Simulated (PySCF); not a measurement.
Species: C3H5N3S.
Z-matrix (Å and degrees, GFN2-xTB geometry), rows numbered from 1:
```
C 
S   1  1.8138
C   2  1.7298  1   98.43
N   3  1.3166  2  126.63  1    -0.01
C   4  1.3494  3  103.25  2  -179.85
N   5  1.3084  4  114.44  3    -0.02
N   6  1.3439  5  103.57  4     0.00
H   1  1.0850  2  108.79  3   -60.09
H   1  1.0852  2  106.72  3  -179.96
H   1  1.0850  2  108.83  3    60.19
H   5  1.0699  4  122.44  3   179.90
H   7  1.0069  3  129.49  2    -0.11
```

NICS = −σ at a ghost point: NICS(0) at the centroid of the ring atoms, NICS(1) 1 Å to either side along the normal of their mean plane, zz for the tensor component along that normal. Level: GIAO PBE0/pcSseg-1 (PySCF, non-relativistic, gas phase) on the GFN2-xTB geometry, one conformer.

Ring bond lengths (Å), with Mayer bond orders in brackets: C3–N4 1.317 (1.47), N4–C5 1.349 (1.37), C5–N6 1.308 (1.63), N6–N7 1.344 (1.15), N7–C3 1.352 (1.13).

Task: What do the NICS probes read (ppm)?

Result: 
```json
{"ring": "C3–N4–C5–N6–N7", "type": "5-membered ring with 3 N; formal bonds all aromatic", "NICS(0)": "-12.0", "NICS(1), two faces": "-11.1 / -11.1", "NICS(1)zz, two faces": "-29.5 / -29.5", "rms pucker (Å)": "0.00", "centre to ring atoms, mean (Å)": "1.13"}
```

Task: What do they say, and how far can they be read as aromaticity?

Result: 
- C3–N4–C5–N6–N7: mean NICS(1)zz -29.5 ppm, shielded. The ring is flat and has no four-coordinate atom; by the NICS criterion it is aromatic.

Task: What does the geometric index give? HOMA takes Krygowski's 1993 parameters.

Result: 
- C3–N4–C5–N6–N7: HOMA 0.94; the largest term is that of N6–N7, α(R − Ropt)² = 0.16. The geometric and the magnetic index point the same way.

Task: What are the shieldings of the ring atoms and their hydrogens in the same run (means over atoms taken as equivalent)?

Result: 
| atoms | environment | σ isotropic (ppm) | principal values of the symmetric part, first atom (ppm) |
| --- | --- | --- | --- |
| C3 | substituted aromatic carbon | 27.8 | -29.2, 13.9, 98.6 |
| N4 | pyridine-type nitrogen | -11.4 | -170.7, -88.5, 225.1 |
| C5 | aromatic CH next to a ring nitrogen | 31.7 | -53.4, 38.7, 109.8 |
| N6 | pyridine-type nitrogen | -63.0 | -279.3, -69.9, 160.1 |
| N7 | pyrrole-type nitrogen | 50.8 | -62.2, 93.9, 120.6 |
| H11 | aromatic hydrogen | 23.92 | 20.9, 24.9, 26.0 |
| H12 | N–H hydrogen | 22.25 | 16.8, 23.4, 26.5 |
